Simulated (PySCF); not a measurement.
Stepwise substitution at one centre (Sn F-H). Gas-phase values, no solvent. Strings in code marks are SMILES.

The LUMO from two functionals at the same geometries (PBE0-D3(BJ)/def2-TZVP), both in PySCF: PBE-D3(BJ)/def2-TZVP and M06-2X/def2-TZVP. 

```json
[
 {"species": "0 of 4 F replaced by H (`[F][Sn]([F])([F])[F]`)", "M06-2X/def2-TZVP (eV)": "-2.55"},
 {"species": "1 of 4 F replaced by H (`[F][SnH]([F])[F]`)", "M06-2X/def2-TZVP (eV)": "-1.06"},
 {"species": "2 of 4 F replaced by H (`[F][SnH2][F]`)", "M06-2X/def2-TZVP (eV)": "-0.22"},
 {"species": "3 of 4 F replaced by H (`[SnH3][F]`)", "M06-2X/def2-TZVP (eV)": "-0.20"}
]
```

### Question
What does PBE-D3(BJ)/def2-TZVP give for each?

### Answer

- 0 of 4 F replaced by H (`[F][Sn]([F])([F])[F]`): -4.61
- 1 of 4 F replaced by H (`[F][SnH]([F])[F]`): -3.16
- 2 of 4 F replaced by H (`[F][SnH2][F]`): -1.95
- 3 of 4 F replaced by H (`[SnH3][F]`): -1.61
Over these rows, drawn at random from the members with no instability flagged (it was tested for open shells, ions and some series alone), PBE minus M06-2X: mean -1.83 eV, from -2.10 eV to -1.41 eV.
